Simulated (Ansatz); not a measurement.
Consider the ligand exchange at the Si–C bond: `C=C[SiH2]O` + `O[Si](O)(O)O` → `O[SiH2]O[Si](O)(O)O` + `C=C`.

Isolated molecules relaxed with PBE0-D4/def2-TZVP in Ansatz; ΔE leaves out vibrations. CCSD(T)/CBS adds triple-zeta CCSD(T) − MP2 to the extrapolated MP2 energy (def2 sets, frozen cores). This one scheme is used for every species. Functionals use def2-TZVPP. B3LYP here is the variant with VWN-RPA as its local correlation; programs differ in this. Each species was taken in one conformer, which may not be the lowest.

`C=C[SiH2]O`:

Z-matrix (Å, degrees):
```
Si
C 1 1.857
O 1 1.649 2 111.4
H 1 1.491 2 108.7 3 122.7
H 1 1.484 2 111.0 3 -117.5
C 2 1.330 1 122.9 3 6.6
H 2 1.090 1 118.9 3 -173.1
H 3 0.958 1 117.3 2 72.7
H 6 1.087 2 121.4 1 0.7
H 6 1.086 2 122.4 1 -179.7
```

`O[Si](O)(O)O`:

Z-matrix (Å, degrees):
```
Si
O 1 1.631
O 1 1.631 2 106.4
O 1 1.631 2 106.4 3 -124.1
O 1 1.631 2 115.9 3 118.0
H 2 0.958 1 116.6 3 -36.8
H 3 0.958 1 116.6 2 160.8
H 4 0.958 1 116.6 2 36.8
H 5 0.958 1 116.6 2 81.2
```

`O[SiH2]O[Si](O)(O)O`:

Cartesian coordinates in Å:
```
O 2.128 0.411 1.233
Si 0.894 -0.554 1.701
O -0.453 -0.235 0.810
Si -0.761 0.114 -0.741
O -1.397 -1.110 -1.601
O 0.711 0.442 -1.387
O -1.827 1.343 -0.828
H 2.213 0.514 0.279
H 1.219 -1.992 1.526
H 0.607 -0.239 3.116
H -2.351 -1.199 -1.593
H 0.769 0.466 -2.343
H -1.753 2.038 -0.173
```

`C=C`:

Z-matrix (Å, degrees):
```
C
C 1 1.323
H 1 1.085 2 121.7
H 1 1.085 2 121.7 3 -180.0
H 2 1.085 1 121.7 3 -0.0
H 2 1.085 1 121.7 3 -180.0
```

Task: Is it downhill or uphill in electronic energy at CCSD(T)/CBS, and by how much? (Best estimate.)

Result: The calculation gave: Downhill: ΔE = -130.4 kJ/mol.

Task: What do these levels give: r2SCAN-D4, PBE0-D4, B3LYP-D4, ωB97X-V, B2PLYP, PBE, PBE0, SCS-MP2/def2-TZVPP, CCSD/def2-TZVPP, MP2/def2-QZVPP, HF/CBS(def2), MP2/CBS(def2)? (An estimate is asked.)

Result: The calculation gave: r2SCAN-D4 -128.0, PBE0-D4 -121.6, B3LYP-D4 -132.1, ωB97X-V -128.9, B2PLYP -130.4, PBE -113.2, PBE0 -118.8, SCS-MP2/def2-TZVPP -132.1, CCSD/def2-TZVPP -132.0, MP2/def2-QZVPP -130.7, HF/CBS(def2) -144.6, MP2/CBS(def2) -130.1 kJ/mol.

Largest T1 diagnostic among the species: 0.012.

The D4 term adds −4.3 kJ/mol with B3LYP and −2.7 kJ/mol with PBE0; it sums over pairs of atoms, weighted by their polarisabilities, and B3LYP, whose exchange is more repulsive, gets the larger term. In def2-TZVPP, CCSD(T) changes the Hartree–Fock value by +12.3 kJ/mol (the triples alone add +1.8 kJ/mol) and MP2 by +12.5 kJ/mol. From PBE to PBE0 (25 % exact exchange), in def2-TZVPP and without D4, ΔE moves by −5.6 kJ/mol.
